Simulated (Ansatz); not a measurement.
Si2H8SO, singlet: harmonic vibrations.

Input (in.yaml):

```yaml
crystal:
  periodic: [false, false, false]
  atoms:
    - {symbol: Si, position_ang: [0.806835, 0.347067, -1.377882]}
    - {symbol: S, position_ang: [1.472830, 0.892027, 0.577162]}
    - {symbol: H, position_ang: [-0.656967, 0.495603, -1.511258]}
    - {symbol: H, position_ang: [1.237221, -1.068228, -1.493118]}
    - {symbol: O, position_ang: [1.429429, 1.296106, -2.563818]}
    - {symbol: H, position_ang: [-0.539982, -1.079966, 2.808279]}
    - {symbol: Si, position_ang: [-1.500603, -1.087057, 1.678551]}
    - {symbol: H, position_ang: [0.861760, 2.089279, 0.569287]}
    - {symbol: H, position_ang: [2.381701, 1.406624, -2.585608]}
    - {symbol: H, position_ang: [-1.925893, 0.298690, 1.360476]}
    - {symbol: H, position_ang: [-2.696446, -1.886893, 2.054722]}
    - {symbol: H, position_ang: [-0.869783, -1.703352, 0.483107]}
basis:
  gaussian: {orbitals: def2-TZVP}
hamiltonian: {xc: pbe0, dispersion: d4}
phonons: {temperatures: {t_min: 298.15, t_max: 900, t_step: 200}}
```

Run by:

```bash
ansatz run in.yaml --threads 4 --pin off --events-out ev --progress --plain --max-ram 9574MiB
```

Output of Ansatz 0.2.0:

```
Functional definition: PBE0
  name "PBE0"
  cite "Adamo & Barone, J. Chem. Phys. 110, 6158 (1999) doi:10.1063/1.478522"
  cite "Perdew, Burke & Ernzerhof, Phys. Rev. Lett. 77, 3865 (1996) doi:10.1103/PhysRevLett.77.3865"
  parent pbe
  parameter a = 0.25
  parameter kappa = 0.804
  parameter beta = 0.06672455060314922
  exchange = (1 - a)*pbe_x(kappa = kappa, mu = beta*pi^2/3) + a*exact_x
  correlation = pbe_c(beta = beta)
1310 factors; their error is unknown
mean field evaluation 1: about -28753.9708 eV, gradient 5.2e1 eV
mean field evaluation 2: about -28746.1423 eV, gradient 8.4e1 eV
mean field evaluation 4: about -28758.4323 eV, gradient 2.7e0 eV
mean field evaluation 8: about -28758.4465 eV, gradient 2.5e-2 eV
mean field evaluation 16: about -28758.5406 eV, gradient 6.9e-5 eV
mean field -28758.54058066 eV, -1056.8568731005 hartree, gradient 6.9e-5 eV, S^2 0.000000; 0 other end points of the search recorded, 0 dependent functions left out
the calculation of the forces begins
reference -28758.54061817 eV, -1056.8568744788 hartree; 30, 30 occupied and 160, 160 virtual orbitals, 1310 factors
these checks for a lower state are left out or cut short: stability, starts, cluster_reference, orbital_swaps, neighbouring_geometries, increment
1310 factors; their error is unknown
Total energy: -28758.75930838 eV, -1056.8649111959 hartree
Atom 0 at     0.806835     0.347067    -1.377882 Å, force    -0.000164     0.001582    -0.001291 eV/Å
Atom 1 at     1.472830     0.892027     0.577162 Å, force     0.000152    -0.000026    -0.000214 eV/Å
Atom 2 at    -0.656967     0.495603    -1.511258 Å, force    -0.000039    -0.000450    -0.000302 eV/Å
Atom 3 at     1.237221    -1.068228    -1.493118 Å, force    -0.000042    -0.000913     0.000110 eV/Å
Atom 4 at     1.429429     1.296106    -2.563818 Å, force    -0.000192    -0.001626     0.001935 eV/Å
Atom 5 at    -0.539982    -1.079966     2.808279 Å, force     0.000079    -0.000262    -0.000323 eV/Å
Atom 6 at    -1.500603    -1.087057     1.678551 Å, force     0.000860    -0.000153     0.000476 eV/Å
Atom 7 at     0.861760     2.089279     0.569287 Å, force    -0.000198     0.000308     0.000274 eV/Å
Atom 8 at     2.381701     1.406624    -2.585608 Å, force     0.000564     0.001072    -0.000654 eV/Å
Atom 9 at    -1.925893     0.298690     1.360476 Å, force    -0.000141     0.000666    -0.000169 eV/Å
Atom 10 at    -2.696446    -1.886893     2.054722 Å, force    -0.000636    -0.000345     0.000365 eV/Å
Atom 11 at    -0.869783    -1.703352     0.483107 Å, force    -0.000244     0.000146    -0.000208 eV/Å
Dipole moment:     0.179248     0.108403    -0.072389 e Å
Vibrations: 41.03 44.76 60.83 72.60 154.73 177.50 199.10 257.78 315.39 504.49 522.11 714.85 792.67 839.81 893.68 905.47 908.95 912.48 918.04 950.39 965.08 967.45 2227.86 2234.08 2235.84 2245.21 2252.78 2271.37 2707.99 3913.81 cm⁻¹, zero-point energy 1.996650 eV

[the SCF lines of later steps are left out]
```

The run took about 2.6 min on 4 CPU threads of an Arm Neoverse V1 (shared host).
